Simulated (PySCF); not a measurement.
MoO₂Br, SMILES [O]=[Mo](=[O])[Br] (connectivity only; charge and spin as stated), neutral, multiplicity 2.

The structure is a stationary point at B3LYP-D3(BJ)/def2-SVP. A frequency run showed that this geometry is not a minimum. The multiplicity is an assumed one; other spin states were not compared. The def2 effective core potentials stand for the cores of Mo; spin–orbit coupling is left out.

Method: PySCF 2.14.0 with TDA-ωB97X/def2-SVPD.

Vertical excitations. The molecule is in vacuum.

Computed UV-visible absorptions:
```csv
state,energy (eV),λ (nm),f,main pairs
root 1,0.87,1421,0.000,α HOMO→LUMO 97 %
root 2,2.15,577,0.000,α HOMO→LUMO+1 98 %
root 3,3.29,377,0.000,β HOMO−2→LUMO 88 %
root 4,3.57,347,0.000,"α HOMO−3→LUMO 68 %, α HOMO−1→LUMO 17 %, β HOMO−2→LUMO+1 8 %"
root 5,3.85,322,0.000,"α HOMO−2→LUMO 28 %, α HOMO−5→LUMO 8 %, α HOMO→LUMO+2 8 %, β HOMO−3→LUMO 32 %, β HOMO−1→LUMO+1 12 %"
root 6,3.93,315,0.005,"α HOMO→LUMO+2 64 %, α HOMO−2→LUMO 13 %, β HOMO−1→LUMO+1 10 %"
root 7,3.95,314,0.000,"α HOMO−3→LUMO 10 %, β HOMO−2→LUMO+1 59 %, β HOMO→LUMO+1 27 %"
root 8,3.99,311,0.000,"α HOMO−1→LUMO 71 %, α HOMO−3→LUMO 15 %, β HOMO→LUMO+1 7 %"
root 9,4.01,309,0.002,"α HOMO→LUMO+2 16 %, α HOMO−2→LUMO 13 %, β HOMO−3→LUMO 47 %, β HOMO−1→LUMO+1 12 %"
root 10,4.03,307,0.001,"α HOMO−4→LUMO 40 %, α HOMO−3→LUMO+1 16 %, β HOMO−3→LUMO+1 25 %"
```
Unrestricted roots are not spin-pure.
